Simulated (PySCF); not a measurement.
Two-photon absorption: SMILES c1cc2ccnccc-2c1, C₉H₇N

Molfile (atoms numbered from 1):
```
C9H7N
     RDKit          3D

 17 18  0  0  0  0  0  0  0  0999 V2000
   -2.5380    0.0119   -0.2570 C   0  0  0  0  0  0  0  0  0  0  0  0
   -1.7443    1.1660   -0.1564 C   0  0  0  0  0  0  0  0  0  0  0  0
   -0.4052    0.7650   -0.0542 C   0  0  0  0  0  0  0  0  0  0  0  0
    0.7108    1.5808    0.0642 C   0  0  0  0  0  0  0  0  0  0  0  0
    2.0604    1.2122    0.1688 C   0  0  0  0  0  0  0  0  0  0  0  0
    2.6427    0.0227    0.1840 N   0  0  0  0  0  0  0  0  0  0  0  0
    2.0712   -1.1690    0.1002 C   0  0  0  0  0  0  0  0  0  0  0  0
    0.7249   -1.5431   -0.0254 C   0  0  0  0  0  0  0  0  0  0  0  0
   -0.3984   -0.7320   -0.0970 C   0  0  0  0  0  0  0  0  0  0  0  0
   -1.7338   -1.1386   -0.2222 C   0  0  0  0  0  0  0  0  0  0  0  0
   -3.6257    0.0096   -0.3495 H   0  0  0  0  0  0  0  0  0  0  0  0
   -2.0966    2.1969   -0.1565 H   0  0  0  0  0  0  0  0  0  0  0  0
    0.5204    2.6596    0.0792 H   0  0  0  0  0  0  0  0  0  0  0  0
    2.7652    2.0503    0.2533 H   0  0  0  0  0  0  0  0  0  0  0  0
    2.7836   -2.0042    0.1364 H   0  0  0  0  0  0  0  0  0  0  0  0
    0.5442   -2.6227   -0.0724 H   0  0  0  0  0  0  0  0  0  0  0  0
   -2.0766   -2.1710   -0.2812 H   0  0  0  0  0  0  0  0  0  0  0  0
  1  2  2  0
  2  3  1  0
  3  4  2  0
  4  5  1  0
  5  6  2  0
  6  7  1  0
  7  8  2  0
  8  9  1  0
  9 10  2  0
 10  1  1  0
  9  3  1  0
  1 11  1  0
  2 12  1  0
  4 13  1  0
  5 14  1  0
  7 15  1  0
  8 16  1  0
 10 17  1  0
M  END
```

Computed with TDDFT CAM-B3LYP/aug-cc-pVDZ excited states, vertical, gas phase in PySCF 2.14.0. Geometry: PBE0-D3(BJ)/def2-SVP.

Question: How strongly do the lowest singlets absorb one photon, and two photons of half the energy?

Answer: δ for parallel linear polarisation; σ at the peak of a Lorentzian of half width 0.1 eV, single beam; Ω is circular over linear.
| state | E (eV) | f | photon λ (nm) | δ (au) | σ (GM) | Ω | main |
| --- | --- | --- | --- | --- | --- | --- | --- |
| S1 | 2.22 | 0.012 | 1116 | <0.1 | 0.00 | – | HOMO→LUMO 0.98 |
| S2 | 3.60 | 0.002 | 688 | 2.04 | 0.01 | 1.50 | HOMO−2→LUMO 0.97 |
| S3 | 3.79 | 0.007 | 655 | 31.6 | 0.17 | 0.39 | HOMO→LUMO+1 0.56, HOMO−1→LUMO 0.44 |
| S4 | 4.66 | 0.000 | 532 | 5.75 | 0.05 | 1.50 | HOMO−2→LUMO+1 0.98 |
| S5 | 5.00 | 0.030 | 496 | <0.1 | 0.00 | – | HOMO−1→LUMO+1 0.78, HOMO−3→LUMO 0.19 |
| S6 | 5.13 | 1.099 | 483 | 80.6 | 0.78 | 0.43 | HOMO−1→LUMO 0.53, HOMO→LUMO+1 0.42 |

Among these, the strongest one-photon state is S6, the strongest two-photon state S6, with a dipole change of 0.6 D (relaxed, norm of the difference vector). Half the energy of S3, S4, S5, S6 comes within 0.4 eV of the allowed S1 or passes it, which inflates δ.
